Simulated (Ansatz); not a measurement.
Ansatz (a program for electronic structure) input (CCSD(T)/6-31G):

Ansatz 0.2 input:
```yaml
crystal:
  periodic: [false, false, false]
  atoms:
    - {symbol: Si, position_ang: [-0.06489775, -0.23806408, 0.28107674]}
    - {symbol: F, position_ang: [-0.66796429, 1.18889473, 0.64409789]}
    - {symbol: F, position_ang: [-0.81303369, -0.75340487, -1.03545966]}
    - {symbol: O, position_ang: [1.52158135, 0.01648192, -0.01252690]}
    - {symbol: H, position_ang: [2.06489960, -0.71836687, -0.31260303]}
basis:
  gaussian:
    orbitals: 6-31G
magnetization: {spin_polarized: true, initial_magnetization: 1}
correlation: {method: ccsd_t, electrons: outside_noble_gas}
```

End of the output:

```
reference -15325.66366004 eV, -563.2077513984 hartree; 13, 12 occupied and 21, 22 virtual orbitals, 397 factors
second order -11.13411936 eV of doubles, -0.00000000 eV of singles
coupled cluster: 0.11 GiB planned
cycle   1  -10.77373719 eV  change    3.6e-1 eV  update   9.5e-2
cycle   2  -11.08136436 eV  change   -3.1e-1 eV  update   2.7e-2
cycle   3  -11.17597213 eV  change   -9.5e-2 eV  update   1.5e-2
cycle   4  -11.17652736 eV  change   -5.6e-4 eV  update   3.8e-3
cycle   5  -11.17317463 eV  change    3.4e-3 eV  update   1.8e-3
cycle   6  -11.17315305 eV  change    2.2e-5 eV  update   6.9e-4
cycle   7  -11.17328310 eV  change   -1.3e-4 eV  update   2.6e-4
cycle   8  -11.17332830 eV  change   -4.5e-5 eV  update   1.0e-4
cycle   9  -11.17336606 eV  change   -3.8e-5 eV  update   4.5e-5
cycle  10  -11.17336771 eV  change   -1.7e-6 eV  update   1.9e-5
perturbative correction -0.16520968 eV, -0.0060713436 hartree
Total energy: -15337.00223742 eV, -563.6244364318 hartree
```

It need not be the lowest isomer of its formula.
